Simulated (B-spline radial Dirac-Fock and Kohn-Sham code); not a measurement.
## Relativistic shifts of the levels of Rb⁶⁺

System: Rb⁶⁺, 1s2 2s2 2p6 3s2 3p6 3d10 4s2 4p1.

Both columns are ΔSCF binding energies of the configuration average from a B-spline atomic structure program: non-relativistic Hartree-Fock with a point nucleus, and Dirac-Fock with a finite nucleus and the Coulomb interaction alone, averaged over the two j levels with weights 2j+1.

| shell | Hartree-Fock (eV) | Dirac-Fock (eV) | shift (eV) | shift (%) |
| --- | --- | --- | --- | --- |
| 1s | 15050.5 | 15340.1 | +289.53 | +1.92 |
| 2s | 2110.6 | 2177.2 | +66.61 | +3.16 |
| 2p | 1913.9 | 1930.5 | +16.61 | +0.87 |
| 3s | 413.8 | 425.7 | +11.92 | +2.88 |
| 3p | 341.3 | 344.2 | +2.97 | +0.87 |
| 3d | 211.8 | 209.8 | -2.05 | -0.97 |
| 4s | 113.2 | 115.1 | +1.90 | +1.68 |
| 4p | 96.91 | 97.30 | +0.39 | +0.41 |

Relativity binds 1s, 2s, 2p, 3s, 3p, 4s, 4p more strongly, among those listed most of all 2s in relative terms, and 3d more weakly, because the contracted s and p shells screen the nucleus better.

Values without a named source are computed, but for edge energies of neutral atoms, which are taken from tables.
